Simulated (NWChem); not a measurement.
# C5H5F; SMILES FC(=C)C#CC

**Question.** Give the equilibrium geometry at B3LYP/6-31G* (spherical d) (NWChem) as an XYZ file, with the point group.

**Answer.** point group C1; any orientation.
```
11

C     -1.1675     1.9302    -0.0316
C     -0.0839     1.1519     0.0276
F      1.1472     1.7192     0.1086
C     -0.0567    -0.2701     0.0157
C      0.0069    -1.4802     0.0079
C      0.0649    -2.9369    -0.0024
H     -2.1538     1.4883    -0.0963
H     -1.0737     3.0100    -0.0157
H     -0.3246    -3.3434    -0.9439
H     -0.5270    -3.3635     0.8166
H      1.0971    -3.2883     0.1122
```
